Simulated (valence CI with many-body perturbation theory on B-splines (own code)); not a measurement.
# Hyperfine factors and g values of Bi⁷⁶⁺

Computed by configuration interaction combined with many-body perturbation theory (CI+MBPT): five valence electrons over a frozen Dirac-Fock core [He], a basis of 11 s, 11 p, 10 d, 8 f, 5 g, 2 h functions for each j, with the one-electron correlation potential Σ1, the two-electron term Σ2, the three-electron term Σ3, Breit, model QED; selected CI, second order for the rest, scaled by the run's own slope (own B-spline code, finite nucleus).

The last digits are not significant, and no measured levels were compared; by estimate large intervals hold to a few tenths of a per cent, small ones and those within an open d or f shell to about a per cent. Among the levels kept, up to 7700 cm⁻¹ of a level comes from second order outside the variational space, and about a tenth of that is noise between levels of different J, which matters for small intervals.

A/g_I is the dipole constant over the nuclear g factor μ/I (μ in nuclear magnetons, uniformly magnetised nucleus), B/Q the quadrupole constant per barn. Both hold the static response of the core; the bare values leave it out. Large factors of s and p1/2 electrons are usually good to 5 to 10 %; those of open d and f shells near neutrality can be off by tens of per cent, and small factors of p3/2, d and f electrons come from cancelling terms and can be off by a factor of two or in sign, in half-filled shells by more. B is blank for J = 1/2, where it vanishes, and for nearly pure S terms. Energies count from the lowest level.

Levels are named by their leading jj configuration (3d3/2^4 stands for four electrons in 3d with j = 3/2), which in mixed levels can hold well under half, so a name can repeat and another be missing. Letters in brackets count levels of one name in rising energy.

```csv
Level,E (× 10³ cm⁻¹),g,A/g_I (MHz),A/g_I bare,B/Q (MHz/b),B/Q bare
(2s^2 2p1/2^2 2p3/2) J=3/2,0.00,1.297,1200000,1220000,2400000,2400000
(2s^2 2p1/2 2p3/2^2) J=3/2,19260,1.425,-1210000,-1170000,93000,93100
(2s^2 2p1/2 2p3/2^2) J=5/2,19443,1.151,3640000,3650000,-5930,-5930
(2s^2 2p1/2 2p3/2^2) J=1/2,19964,0.600,1.33e+07,1.33e+07,,
(2s 2p1/2^2 2p3/2^2) J=5/2,22634,1.427,8880000,8830000,221000,221000
(2s 2p1/2^2 2p3/2^2) J=1/2,23645,1.966,3.97e+07,3.93e+07,,
(2s 2p1/2^2 2p3/2^2) J=3/2,23655,1.159,-6510000,-6390000,-188000,-188000
(2s^2 2p3/2^3) J=3/2,39279,1.280,1230000,1250000,-2500000,-2500000
(2s 2p1/2 2p3/2^3) J=3/2 [a],42167,1.582,8980000,8920000,-1910000,-1910000
(2s 2p1/2 2p3/2^3) J=5/2,42516,1.272,1.14e+07,1.13e+07,-2670000,-2670000
(2s 2p1/2 2p3/2^3) J=1/2,43171,1.326,-1.57e+07,-1.55e+07,,
(2s 2p1/2 2p3/2^3) J=3/2 [b],43221,0.989,155000,218000,-843000,-845000
(2p1/2^2 2p3/2^3) J=3/2,46943,1.288,1160000,1210000,-2440000,-2440000
(2s 2p3/2^4) J=1/2,62620,1.888,3.99e+07,3.95e+07,,
(2p1/2 2p3/2^4) J=1/2,66493,0.600,1.34e+07,1.33e+07,,
(2s^2 2p1/2^2 3s) J=1/2,89295,1.981,1.14e+07,1.13e+07,,
(2s^2 2p1/2^2 3p1/2) J=1/2,90321,0.638,3990000,3970000,,
(2s^2 2p1/2^2 3p3/2) J=3/2,96134,1.316,357000,367000,741000,741000
(2s^2 2p1/2^2 3d3/2) J=3/2,96965,0.778,208000,207000,133000,134000
(2s^2 2p1/2^2 3d5/2) J=5/2,98481,1.183,72900,72900,133000,134000
(2s^2 2p1/2 2p3/2 3s) J=3/2 [a],108730,1.644,2130000,2130000,1560000,1560000
(2s^2 2p1/2 2p3/2 3s) J=1/2,108830,1.285,-6260000,-6180000,,
(2s^2 2p1/2 2p3/2 3s) J=5/2,108890,1.292,5710000,5700000,2370000,2370000
(2s^2 2p1/2 2p3/2 3s) J=3/2 [b],108960,0.937,3310000,3340000,1370000,1370000
(2s^2 2p1/2 2p3/2 3p1/2) J=1/2,109740,1.724,-3770000,-3710000,,
(2s^2 2p1/2 2p3/2 3p1/2) J=3/2 [a],109790,1.114,2590000,2600000,485000,486000
(2s^2 2p1/2 2p3/2 3p1/2) J=5/2,109890,1.027,4220000,4230000,2350000,2360000
(2s^2 2p1/2 2p3/2 3p1/2) J=3/2 [b],110320,1.289,1870000,1890000,2400000,2400000
(2s 2p1/2^2 2p3/2 3s) J=5/2,111730,1.571,1.09e+07,1.09e+07,2420000,2420000
(2s 2p1/2^2 2p3/2 3s) J=3/2 [a],112010,1.403,1.22e+07,1.22e+07,1310000,1310000
(2s 2p1/2^2 2p3/2 3s) J=1/2,112640,0.822,-1.50e+07,-1.48e+07,,
(2s 2p1/2^2 2p3/2 3s) J=3/2 [b],112730,1.364,-3380000,-3300000,1740000,1740000
(2s 2p1/2^2 2p3/2 3p1/2) J=5/2,112840,1.307,9470000,9410000,2380000,2380000
(2s 2p1/2^2 2p3/2 3p1/2) J=3/2 [a],112840,1.636,1.23e+07,1.22e+07,1670000,1670000
(2s 2p1/2^2 2p3/2 3p1/2) J=1/2,113660,1.258,-1.26e+07,-1.24e+07,,
(2s 2p1/2^2 2p3/2 3p1/2) J=3/2 [b],113670,0.954,-4380000,-4290000,1350000,1350000
(2s^2 2p1/2 2p3/2 3p3/2) J=5/2 [a],115470,1.399,-934000,-909000,2570000,2580000
(2s^2 2p1/2 2p3/2 3p3/2) J=1/2 [a],115510,1.547,-3480000,-3440000,,
(2s^2 2p1/2 2p3/2 3p3/2) J=3/2 [a],115550,1.104,4380000,4380000,-1520000,-1520000
(2s^2 2p1/2 2p3/2 3p3/2) J=7/2,115600,1.204,2590000,2600000,3130000,3130000
```

(1) Take the isotope of mass number 209, with I = 9/2, μ = 4.092 μN, leaving out the quadrupole term. What is the hyperfine structure of (2s^2 2p1/2 2p3/2^2) J=1/2?

## Answers

(1) From the table A = 1.21e+07 MHz. Shifts from the centre of gravity in MHz: F = 4: -3.33e+07, F = 5: 2.72e+07.
